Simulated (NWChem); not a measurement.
Molecule: C2H4OSi; SMILES C1=C[SiH2]O1

```xyz
8

C     -0.1570    -1.2334     0.0000
C      1.0683    -0.6609     0.0000
Si     0.1125     0.9110     0.0000
O     -1.1524    -0.2916     0.0000
H     -0.4745    -2.2845     0.0000
H      2.0466    -1.1336     0.0000
H      0.0625     1.7660    -1.2178
H      0.0625     1.7660     1.2178
```
Atoms are numbered in this order, from 1.

Results from NWChem. Structure relaxed at the PBE0/def2-SVP level. Vzz is the largest principal value of the second derivative of the potential at the nucleus (NWChem prints the opposite sign); η is the asymmetry. Non-relativistic.

Q: What does the run give for Hartree-Fock/def2-SVP? Quantities: Vzz O4 (a.u.); η O4.

A: 
```json
{
 "Vzz O4 (a.u.)": "1.439",
 "η O4": "0.61"
}
```
